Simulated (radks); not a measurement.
Isoelectronic series with 18 electrons, each ion in its NIST ground configuration. Method: scalar-relativistic Kohn-Sham, LDA (Slater exchange, Perdew-Wang correlation), spin-polarised, spherical densities, point nucleus; computed with a radial shooting solver on a logarithmic mesh with Libxc functionals. Total energies (hartree) and mean radii <r> (bohr):

| ion | configuration | E (hartree) | 3p | 3s | 2p | 2s |
|---|---|---|---|---|---|---|
| Zn12+ | [Ar] | -1732.23743 | 0.6053 | 0.6072 | 0.1977 | 0.2257 |
| Ga13+ | [Ar] | -1865.75399 | 0.5762 | 0.5799 | 0.1901 | 0.2173 |
| Ge14+ | [Ar] | -2004.44781 | 0.5499 | 0.5548 | 0.1830 | 0.2094 |
| As15+ | [Ar] | -2148.33948 | 0.5258 | 0.5319 | 0.1764 | 0.2020 |
| Se16+ | [Ar] | -2297.45053 | 0.5038 | 0.5107 | 0.1702 | 0.1951 |
| Br17+ | [Ar] | -2451.80345 | 0.4836 | 0.4911 | 0.1645 | 0.1886 |
| Kr18+ | [Ar] | -2611.42169 | 0.4649 | 0.4729 | 0.1591 | 0.1826 |
| Rb19+ | [Ar] | -2776.32963 | 0.4476 | 0.4560 | 0.1541 | 0.1768 |
| Sr20+ | [Ar] | -2946.55269 | 0.4316 | 0.4403 | 0.1493 | 0.1714 |
| Zr22+ | [Ar] | -3303.05064 | 0.4027 | 0.4117 | 0.1406 | 0.1615 |
| Nb23+ | [Ar] | -3489.38136 | 0.3896 | 0.3987 | 0.1366 | 0.1570 |
| Mo24+ | [Ar] | -3681.13884 | 0.3774 | 0.3865 | 0.1328 | 0.1526 |
| Tc25+ | [Ar] | -3878.35365 | 0.3658 | 0.3749 | 0.1292 | 0.1485 |
| Ru26+ | [Ar] | -4081.05742 | 0.3550 | 0.3640 | 0.1258 | 0.1446 |
| Rh27+ | [Ar] | -4289.28293 | 0.3447 | 0.3537 | 0.1226 | 0.1408 |
